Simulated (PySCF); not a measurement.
Bonds (- single, = double, # triple, : aromatic): Si1-O2, O2-Si3, Si3-N4, N4-C5, C5:C6, C6:C7, C7:C8, C8:C9, C9:C10, C10:C5. Si1 carries H11, H12, H13; Si3 carries H14, H15; N4 carries H16; C6 carries H17; C7 carries H18; C8 carries H19; C9 carries H20; C10 carries H21.

PySCF 2.14.0 with density-fitted response routines calculation with shielding tensors at PBE0/pcSseg-1 (GIAO) and GFN2-xTB geometry; gas phase, single conformer, one averaged value for each set of equivalent atoms, no relativistic terms.

References, each an isolated molecule treated in the same way: ¹³C (186.93 ppm), ¹H (31.72 ppm), ²⁹Si (349.16 ppm) vs TMS; H2O for ¹⁷O (336.08 ppm); ¹⁵N (267.73 ppm) against NH3.

| atoms | nucleus | count | δ (ppm) |
| --- | --- | --- | --- |
| N4 | ¹⁵N | 1 | ? |
| H17/H21 | ¹H | 2 | 6.63 |
| O2 | ¹⁷O | 1 | ? |
| H14/H15 | ¹H | 2 | 5.57 |
| H16 | ¹H | 1 | 3.28 |
| Si1 | ²⁹Si | 1 | -41.6 |
| C8 | ¹³C | 1 | ? |
| H19 | ¹H | 1 | 6.95 |
| C6/C10 | ¹³C | 2 | 117.8 |
| H11/H12/H13 | ¹H | 3 | 5.22 |
| Si3 | ²⁹Si | 1 | -36.0 |
| H18/H20 | ¹H | 2 | ? |
| C5 | ¹³C | 1 | 150.8 |
| C7/C9 | ¹³C | 2 | 135.2 |

Problem. Fill in the missing shifts.

Solution. 
- C8: 122.4 ppm, aromatic CH
- H18/H20: 7.44 ppm, hydrogen on an aromatic CH; the ring current deshields protons in the ring plane
- O2: 12.0 ppm, oxygen bonded to 2 Si
- N4: 81.4 ppm, aniline-type nitrogen

The OH or NH signal is concentration- and solvent-dependent in practice; the value given is the gas-phase one. Shifts are as computed. Against solution values, carbons near 30 ppm lie about +3 ppm off and those near 130 ppm about +5 ppm. Of 1309 compounds with measured shifts, 239 miss one by over three times the rms of a fit or turn the order of signals round; such compounds aren't used in these exercises. Experimental scales use liquid or dissolved standards, which lie at an offset from isolated NH3 (liquid NH3: subtract about 20 ppm) and H2O (liquid H2O: subtract about 36 ppm).
